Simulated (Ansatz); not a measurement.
F2H3Si2, SMILES `F[Si](F)[SiH3]` radical. The species carries charge 0 and has multiplicity 2.

| atom | x (Å) | y (Å) | z (Å) |
| --- | --- | --- | --- |
| F1 | 0.815 | 2.247 | -0.102 |
| Si2 | 0.671 | 0.951 | 0.826 |
| F3 | 2.152 | 0.365 | 0.979 |
| Si4 | -0.690 | -0.648 | -0.275 |
| H5 | -0.143 | -1.024 | -1.607 |
| H6 | -2.040 | -0.049 | -0.425 |
| H7 | -0.764 | -1.842 | 0.605 |

**Question.** List the harmonic frequencies (cm⁻¹, unscaled) at PBE0-D4/def2-TZVP in Ansatz. (An estimate is asked.)

**Answer.** The calculation gave: 88, 133, 186, 295, 395, 496, 508, 824, 876, 904, 931, 931, 2217, 2240, 2246.

**Question.** Is this a minimum?

**Answer.** Yes, all 15 modes are real.

**Question.** Give the ideal-gas thermochemistry at 298.15 K and 1 bar (rigid rotor, harmonic oscillator; point group Cs, symmetry number 1).

**Answer.** Zero-point energy 79.4 kJ/mol; H(298) − E = 98.4 kJ/mol; entropy 338.2 J/(mol·K), of which translation 165.9, rotation 110.8, vibration 55.7, electronic 5.8; G(298) − E = -2.4 kJ/mol. Modes under 100 cm⁻¹ are hindered rotations or soft bends, so the harmonic entropy is rough.
